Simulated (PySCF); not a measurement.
# Arsenic: highly charged ions in a basis for the neutral atom

As¹⁵⁺ [Ar], As¹⁶⁺ [Ne] 3s2 3p5. All numbers are calculated (PySCF 2.14, the spin-free X2C one-electron Hamiltonian (Gaussian nucleus), in Sapporo-DKH3-DZP-2012 (6s5p3d1f, 43 functions)). No spin-orbit coupling, so a gap to NIST mixes the basis error with missing relativistic terms.

Changed run: basis of the neutral atom used for a highly charged ion. This setting is unsound on purpose.

```
species  method  sound run (hartree)  changed run (hartree)  converged
  As¹⁵⁺     UHF              not run            -2150.21056        yes
  As¹⁵⁺   M06-L              not run            -2151.13328        yes
  As¹⁵⁺   B3LYP              not run            -2151.08103        yes
  As¹⁶⁺     UHF              not run            -2128.50801        yes
  As¹⁶⁺   M06-L              not run            -2129.35474        yes
  As¹⁶⁺   B3LYP              not run            -2129.32190        yes
```

Ionisation energy of As¹⁵⁺:

```tsv
method	changed run (eV)	NIST (eV)
UHF	590.56	587.6 ± 1.9
M06-L	592.62	587.6 ± 1.9
B3LYP	592.10	587.6 ± 1.9
```

The contracted functions were made for the neutral atom and can be too rigid for a highly charged ion.
